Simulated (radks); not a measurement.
Results of a calculation; reference values are marked as such.
Q: The mean radii <r> (bohr) of the occupied orbitals of an atom or ion are listed with their occupations. Level of theory: non-relativistic Kohn-Sham, PBE, spin-polarised, spherical densities, point nucleus (a radial shooting solver on a logarithmic mesh with Libxc functionals).

orbital  occ.      <r>
1s          2  0.02263
2s          2  0.09614
2p          6  0.08147
3s          2   0.2461
3p          6   0.2359
3d         10   0.2085
4s          2   0.5262
4p          6   0.5305
4d         10   0.5354

Name the element and its charge. Open shells, if any, are filled with parallel spins first.

A: Z = 67, holmium, charge +21: Ho21+ in [Kr] 4d10. The 1s radius gives Z: for a bare nucleus <r> = 1.5/Z, 0.02239 bohr for Z = 67, and screening makes it slightly larger (0.02263 here). The occupations add up to 46, and the charge is Z minus that.
